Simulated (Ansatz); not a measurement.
A structure relaxed at PBE0-D4/def2-SVP in Ansatz, charge 1, singlet:

Cartesian coordinates in Å:
```
K 1.821 1.046 -2.063
K -2.243 -1.297 2.645
K 1.097 -1.966 -0.198
K -1.242 -0.127 -3.487
K -0.697 2.129 0.294
K 1.037 0.123 2.753
F -0.043 -1.990 1.971
F -1.300 0.888 2.320
F 0.684 -1.140 -2.468
F -0.578 1.735 -2.121
F 1.464 0.598 0.353
```

(1) Give its formula.

(2) Summarise the bond lengths by kind (pairs closer than 1.2 times the sum of covalent radii, bridged metal pairs left out).

Answers

(1) the cluster K₆F₅⁺.

(2) 16 × F–K 2.40 to 2.65 Å.

Another isomer (singlet) lies 0.04 eV lower at PBE0-D4/def2-TZVP; other spin states weren't run for this one.
